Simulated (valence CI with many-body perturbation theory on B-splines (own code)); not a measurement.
The numbers below are computed, except where a source is named.
Ladder of approximations for Pr⁵¹⁺

Level of theory: configuration interaction combined with many-body perturbation theory (CI+MBPT): six valence electrons over a frozen Dirac-Fock core [He], a basis of 9 s, 9 p, 8 d, 6 f, 3 g, 1 h functions for each j, with the one-electron correlation potential Σ1 (screened to all orders), the two-electron term Σ2, the three-electron term Σ3, Breit, model QED; selected single and double excitations, second order for the rest, scaled by the run's own slope (own B-spline code, finite nucleus).

The last digits are not significant, and no measured levels were compared; by estimate large intervals hold to a few tenths of a per cent, small ones and those within an open d or f shell to about a per cent. Among the levels kept, up to 2400 cm⁻¹ of a level comes from second order outside the variational space, and about a tenth of that is noise between levels of different J, which matters for small intervals.

Each rung adds one term. CI alone is the Dirac-Coulomb CI over the frozen core; QED comes last and gives the full result, which names the levels. Energies are above (2s^2 2p1/2^2 2p3/2^2) J=2 on the same rung, in eV.

Levels are named by their leading jj configuration (3d3/2^4 stands for four electrons in 3d with j = 3/2), which in mixed levels can hold well under half, so a name can repeat and another be missing. Letters in brackets count levels of one name in rising energy.

```tsv
Level	CI alone	Σ1	Σ2	Σ3	Breit	QED	Full
(2s^2 2p1/2^2 2p3/2^2) J=0	39.4	0.00	+0.23	-0.04	+3.91	-0.06	43.4
(2s^2 2p1/2 2p3/2^3) J=1	502.2	+0.12	+0.04	-0.03	-5.13	+0.87	498.1
(2s^2 2p1/2 2p3/2^3) J=2	523.5	+0.12	+0.07	-0.06	-8.94	+0.87	515.6
(2s 2p1/2^2 2p3/2^3) J=2	799.2	-0.15	-0.29	-0.18	-0.13	-7.11	791.3
(2s 2p1/2^2 2p3/2^3) J=1	858.9	-0.15	-0.41	-0.29	+0.96	-7.13	851.9
(2s^2 2p3/2^4) J=0	1039.6	+0.24	+0.27	-0.09	-11.92	+1.62	1029.7
(2s 2p1/2 2p3/2^4) J=0	1310.3	-0.03	-0.11	-0.20	-5.55	-6.26	1298.2
(2s 2p1/2 2p3/2^4) J=1	1345.7	-0.03	-0.30	-0.28	-7.35	-6.27	1331.5
(2p1/2^2 2p3/2^4) J=0	1689.9	-0.29	-0.69	-0.49	+1.68	-14.12	1676.0
(2s^2 2p1/2^2 2p3/2 3s) J=2	5391.0	+0.27	+0.09	-0.18	-5.66	+1.54	5387.1
(2s^2 2p1/2^2 2p3/2 3s) J=1	5397.8	+0.27	+0.13	-0.18	-5.44	+1.53	5394.1
(2s^2 2p1/2^2 2p3/2 3p1/2) J=1	5476.9	+0.21	+0.11	-0.18	-2.69	-0.73	5473.6
(2s^2 2p1/2^2 2p3/2 3p1/2) J=2	5479.7	+0.21	+0.10	-0.18	-3.71	-0.73	5475.4
(2s^2 2p1/2^2 2p3/2 3p3/2) J=3	5622.3	+0.24	+0.11	-0.18	-6.19	-0.50	5615.8
(2s^2 2p1/2^2 2p3/2 3p3/2) J=1	5622.1	+0.24	+0.09	-0.18	-5.79	-0.49	5616.0
(2s^2 2p1/2^2 2p3/2 3p3/2) J=2	5643.1	+0.24	+0.04	-0.18	-5.57	-0.48	5637.1
(2s^2 2p1/2^2 2p3/2 3p3/2) J=0	5660.7	+0.24	+0.21	-0.18	-4.10	-0.51	5656.4
(2s^2 2p1/2^2 2p3/2 3d3/2) J=2	5714.3	+0.28	+0.15	-0.18	-5.78	-0.73	5708.1
(2s^2 2p1/2^2 2p3/2 3d3/2) J=3	5721.6	+0.28	+0.16	-0.18	-6.87	-0.72	5714.3
(2s^2 2p1/2^2 2p3/2 3d3/2) J=1	5723.2	+0.28	+0.15	-0.18	-5.73	-0.73	5717.0
(2s^2 2p1/2^2 2p3/2 3d3/2) J=0	5722.8	+0.28	+0.25	-0.18	-3.82	-0.75	5718.6
(2s^2 2p1/2^2 2p3/2 3d5/2) J=4	5755.4	+0.28	+0.22	-0.18	-7.91	-0.65	5747.2
(2s^2 2p1/2^2 2p3/2 3d5/2) J=2	5763.6	+0.28	+0.14	-0.18	-7.34	-0.63	5755.9
(2s^2 2p1/2^2 2p3/2 3d5/2) J=3	5777.4	+0.28	+0.14	-0.18	-8.13	-0.62	5768.9
(2s^2 2p1/2^2 2p3/2 3d5/2) J=1	5784.2	+0.28	+0.14	-0.18	-6.61	-0.62	5777.2
(2s^2 2p1/2 2p3/2^2 3s) J=2 [a]	5880.2	+0.39	+0.12	-0.18	-12.85	+2.41	5870.1
(2s^2 2p1/2 2p3/2^2 3s) J=1 [a]	5889.2	+0.39	+0.09	-0.18	-12.84	+2.42	5879.1
(2s^2 2p1/2 2p3/2^2 3s) J=3	5907.9	+0.39	+0.15	-0.21	-17.96	+2.41	5892.6
(2s^2 2p1/2 2p3/2^2 3s) J=2 [b]	5913.4	+0.39	+0.14	-0.21	-17.39	+2.42	5898.7
(2s^2 2p1/2 2p3/2^2 3s) J=0	5937.2	+0.39	+0.32	-0.25	-11.25	+2.34	5928.7
(2s^2 2p1/2 2p3/2^2 3s) J=1 [b]	5940.7	+0.39	+0.19	-0.25	-11.74	+2.39	5931.7
```

The middle columns are the shifts that each term adds.

Problem. How does the ionisation energy move along the ladder, and which term matters most?

Solution. CI alone 9922.1, + Σ1 9922.4, + Σ2 9922.7, + Σ3 9922.5, + Breit 9914.3, + QED 9913.7 eV. The largest step is Breit, -8.2 eV. NIST lists 9913 ± 4 eV (theoretical).
